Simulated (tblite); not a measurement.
Species: C₄H₇NSi.
SMILES with atom numbers: `[CH:1]#[C:2]/[CH:3]=[N:4]\[CH2:5][SiH3:6]` (hydrogens: H7 on C1; H8 on C3; H9, H10 on C5; H11, H12, H13 on Si6)

Cartesian coordinates in Å at the GFN2-xTB level; atoms count from 1:
```
atom  x, y, z in Å
C1     2.4617    1.3344   -0.0963
C2     1.9617    0.2599    0.1063
C3     1.3289   -0.9942    0.3099
N4     0.1817   -1.3480   -0.0915
C5    -0.6755   -0.4638   -0.7901
Si6   -1.9571    0.2121    0.4680
H7     2.9243    2.2630   -0.2578
H8     1.9047   -1.7284    0.8659
H9    -0.1508    0.3686   -1.2796
H10   -1.2021   -1.0462   -1.5491
H11   -2.9561    0.9709   -0.2865
H12   -1.2547    1.0826    1.4124
H13   -2.5712   -0.9105    1.1707
```

Calculated harmonic vibrations of the isolated species, GFN2-xTB (tblite), most abundant isotopes, no scaling. Errors from tens to a few hundred cm⁻¹ against measured bands are possible. Modes of hydrogen on silicon can be 10 to 20 % off. One conformer, not necessarily the lowest.

Harmonic wavenumbers (cm⁻¹): 44.4, 105.7, 146.2, 150.4, 259.8, 324.8, 492.3, 511.6, 546.6, 593.8, 641.7, 695.1, 729.1, 761.5, 778.9, 783.5, 835.4, 852.5, 966.2, 1056.2, 1175.4, 1215.0, 1304.3, 1453.5, 1662.2, 2230.4, 2263.6, 2265.5, 2303.1, 2862.9, 2958.8, 3001.0, 3381.6.

A = 5345, B = 1639, C = 1404 MHz; mass 97.035 u (most abundant isotopes); point group C1, symmetry number 1.

Zero-point energy?

Half the sum of the wavenumbers: 19676 cm⁻¹ = 56.26 kcal/mol.

What is S at 350 K and 1 bar for an ideal gas of classical rigid rotors and harmonic oscillators?

Translation 40.45, rotation 28.14, vibration 25.36: S = 93.9 cal/(mol K).

And Cp and H(350 K) − H(0)?

Cp = 34.59 cal/(mol K), of which vibrations give 26.64 (their classical limit is 33 R = 65.6); H(350 K) − H(0) = 7.46 kcal/mol without the zero-point energy, 4.68 from vibrations.

Blend soft modes into free rotors: weight 1/[1 + (100 cm⁻¹/ν̃)⁴] for the oscillator and the rest for a rotor with moment μB/(μ + B), μ = h/(8π²ν), B = 10⁻⁴⁴ kg m². What vibrational entropy results?

23.43 cal/(mol K) in place of 25.36, which changes −T·S at 350 K by +0.67 kcal/mol.

How do the functions run with temperature in this model?

```
T (K)  S (cal/(mol K))  Cp (cal/(mol K))  H − H(0) (kcal/mol)  G − H(0) (kcal/mol)  ln q(vib)
  100             64.9              15.7                 1.17                -5.32       1.29
  200             78.0              23.2                 3.09               -12.50       3.17
  300             88.9              31.1                 5.82               -20.85       5.07
  500            107.8              42.8                13.30               -40.57       8.89
  800            130.4              53.3                27.86               -76.43      14.26
 1000            142.8              57.8                39.00              -103.78      17.51
```

q(vib) and H(0) count from the zero-point level.

What must be added to the electronic energy to get the Gibbs energy at 350 K and 1 bar?

ZPE + [H(350 K) − H(0)] − T·S = 56.26 + 7.46 − 32.88 = 30.84 kcal/mol.

Hindered rotation and anharmonicity are outside this model. Other conformers, if any are populated, would add a mixing term that is left out. The structure is chiral; the term R ln 2 for an equal mix with its mirror image is left out.

The run took 0.54 s wall on one thread, Arm Neoverse N1 (aarch64) (shared host). This covers the Hessian and the dipole derivatives.
